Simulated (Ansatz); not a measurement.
MnF₂⁻. The state is a quintet with charge -1. Geometry PBE0-D4/def2-TZVPD; atoms count from 1.

```xyz
3

Mn    0.000    0.000    0.000
F     1.058    0.311    1.469
F    -1.058   -0.312   -1.469
```

The relaxed charge -1 quintet is spin-contaminated (final ⟨S²⟩ up to 6.31, 6.00 for a pure state). The highest occupied level of the relaxed charge -1 quintet lies above zero (up to 0.83 eV). Its loss leaves the charge 0 sextet, which lies 0.91 eV higher (each at its own geometry, at PBE0-D4/def2-TZVPD), but this difference is unsure: the quintet itself is doubtful (at the level of its geometry, ⟨S²⟩ 6.31, where a pure state has 6.00). The geometry of the quintet was relaxed on an unsound state (⟨S²⟩ 6.31, where a pure state has 6.00).

Estimate the Mulliken populations from the PBE0/def2-TZVPD orbitals of Ansatz.


```
atom  charge (e)  spin (α − β)  d electrons
 Mn1        0.14          3.70         5.26
  F2       -0.57          0.15            –
  F3       -0.57          0.15            –
```
Mulliken values and Mayer orders depend strongly on the basis. With diffuse functions, as here, like atoms can get unlike values, and bond orders can come out too low or too high.

Where does the spin sit?

Summed by element: Mn 3.70, F 0.30, of 4 unpaired in all. Largest on single atoms: Mn1 3.70, F2 0.15, F3 0.15.
